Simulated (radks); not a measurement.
Results of a calculation; reference values are marked as such.
Cd XIV, configuration [Ar] 3d9.75 4s2 4p5 5p0.25 (fractional occupations, a model configuration).

Level of theory: Dirac Kohn-Sham, Wu-Cohen GGA, spin-unpolarised, spherical densities, finite nucleus; open shells fill j = l - 1/2 first; Fermi nuclear charge, rms radius 4.6087 fm (a radial shooting solver on a logarithmic mesh with Libxc functionals).

Energy parts (eV):
total: -150564.042
kinetic: 157994.625
electron-nucleus: -354595.294
Hartree: 49930.063
exchange-correlation: -3893.436

Orbitals (lengths in bohr, moments of r in powers of bohr; <r^-3> diverges for s and p1/2; r(90%) holds 90 % of the orbital's charge):
orbital  occ.  eigenvalue (eV)  <r^-3>     <r^2>  r(90%)  small-component weight
1s1/2       2        -26815.14       -  0.001250  0.0546                3.10e-02
2s1/2       2        -4245.815       -   0.02036   0.203                6.51e-03
2p1/2       2        -3975.471       -   0.01518   0.182                6.53e-03
2p3/2       4        -3782.900    3753   0.01650   0.189                6.26e-03
3s1/2       2        -1031.059       -    0.1448   0.524                1.88e-03
3p1/2       2        -922.9691       -    0.1395   0.522                1.82e-03
3p3/2       4        -887.9346   695.1    0.1481   0.537                1.75e-03
3d3/2       4        -697.5871   108.5    0.1275   0.517                1.64e-03
3d5/2    5.75        -690.3825   101.9    0.1300   0.521                1.62e-03
4s1/2       2        -369.2835       -    0.7224    1.14                5.97e-04
4p1/2       2        -330.9345       -    0.7714    1.19                5.58e-04
4p3/2       3        -322.9652   159.7    0.8062    1.21                5.41e-04
4d3/2       0        -259.5474   22.14    0.9198    1.32                4.62e-04
4d5/2       0        -258.0839   20.82    0.9308    1.32                4.58e-04
5s1/2       0        -184.3209       -     2.532    2.10                2.59e-04
5p1/2    0.25        -168.9040       -     2.774    2.20                2.43e-04
5p3/2       0        -166.1092   56.24     2.868    2.24                2.37e-04

The highest occupied level is 5p1/2 at -168.90 eV. The configuration is held as typed, so some empty levels lie below it. The density falls to 0.001 e/bohr^3 at r = 2.30 bohr. The electron density at the nucleus is 1.596e+05 e/bohr^3.
